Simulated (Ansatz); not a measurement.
`OC([SiH3])[SiH2]Cl`, relaxed with RKS PBE-D4/def2-SVP in the Gaussian-basis code of Ansatz from a rough embedded geometry. The force threshold is 0.03 eV/Å; the program also tests the step.

Charge 0, multiplicity 1.

Start:

```xyz
12

O     0.311    0.412   -1.815
C    -0.116   -0.215   -0.649
Si    1.253   -1.068    0.323
Si   -0.911    0.945    0.716
Cl   -2.431    1.904   -0.263
H    -0.493    0.839   -2.299
H    -0.843   -0.966   -0.913
H     1.950   -2.024   -0.461
H     2.200   -0.073    0.865
H     0.647   -1.789    1.523
H    -1.557    0.096    1.761
H    -0.011    1.941    1.212
```

```json
{"step": "1", "energy (eV)": "-31448.0779", "largest force (eV/Å)": "2.372", "largest move (Å)": "0.000"}
{"step": "2", "energy (eV)": "-31448.4070", "largest force (eV/Å)": "1.395", "largest move (Å)": "0.199"}
{"step": "3", "energy (eV)": "-31448.4957", "largest force (eV/Å)": "0.396", "largest move (Å)": "0.087"}
{"step": "4", "energy (eV)": "-31448.5147", "largest force (eV/Å)": "0.164", "largest move (Å)": "0.064"}
{"step": "5", "energy (eV)": "-31448.5240", "largest force (eV/Å)": "0.164", "largest move (Å)": "0.063"}
{"step": "6", "energy (eV)": "-31448.5301", "largest force (eV/Å)": "0.083", "largest move (Å)": "0.085"}
{"step": "7 (rejected)", "energy (eV)": "-31448.5293", "largest force (eV/Å)": "0.112", "largest move (Å)": "0.064"}
{"step": "8", "energy (eV)": "-31448.5316", "largest force (eV/Å)": "0.053", "largest move (Å)": "0.032"}
{"step": "9 (rejected)", "energy (eV)": "-31448.5316", "largest force (eV/Å)": "0.084", "largest move (Å)": "0.041"}
{"step": "10", "energy (eV)": "-31448.5321", "largest force (eV/Å)": "0.009", "largest move (Å)": "0.020"}
```

End:

```xyz
12

O     0.290    0.416   -1.667
C    -0.168   -0.275   -0.501
Si    1.347   -1.122    0.297
Si   -1.037    0.945    0.669
Cl   -2.356    1.988   -0.596
H    -0.463    0.951   -1.996
H    -0.900   -1.091   -0.742
H     1.982   -2.063   -0.686
H     2.350   -0.089    0.727
H     0.876   -1.892    1.503
H    -1.834    0.278    1.753
H    -0.087    1.955    1.239
```

Run time 17 s (4 threads of a server CPU on a shared host); peak host memory 0.17 GiB.
